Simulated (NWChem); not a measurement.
# Basis-set convergence for HIn

```xyz
2

In     0.0000     0.0000     0.0377
H      0.0000     0.0000    -1.8484
```
Charge 0, spin multiplicity 1.

Program: NWChem. All single points use one geometry, from PBE/def2-SVP with def2 effective core potentials on In, a minimum by its harmonic frequencies.

Quantity: vertical ionisation energy at the level ΔMP2 (Δ: difference of total energies, the cation a doublet at the parent's geometry with its hole in an orbital of symmetry a1 (C2v labels); it is the state that the SCF runs reached, from PBE0 orbitals for Hartree-Fock references, and need not be the lowest).

Effective core potentials replace the inner electrons of In; spin-orbit coupling is left out. The correlated methods keep 4 core orbitals frozen. The structure started from a generated list of species. No SCF solution was tested for a lower state. Open-shell Hartree-Fock references start from PBE0 orbitals; any time given for them includes that run.

Relative cost: rough, from shared machines, SCF included, def2-SVP = 1.

```tsv
basis	functions	vertical ionisation energy (eV)	relative cost
def2-SVP	31	(withheld)	1
def2-SVPD	40	7.70	under 3
def2-TZVP	56	(withheld)	under 3
def2-TZVPP	64	(withheld)	under 3
def2-TZVPD	65	7.92	under 3
def2-QZVP	112	8.03	10
```

What belongs in the gaps?


- def2-SVP, vertical ionisation energy (eV): 7.65
- def2-TZVP, vertical ionisation energy (eV): 7.90
- def2-TZVPP, vertical ionisation energy (eV): 7.95
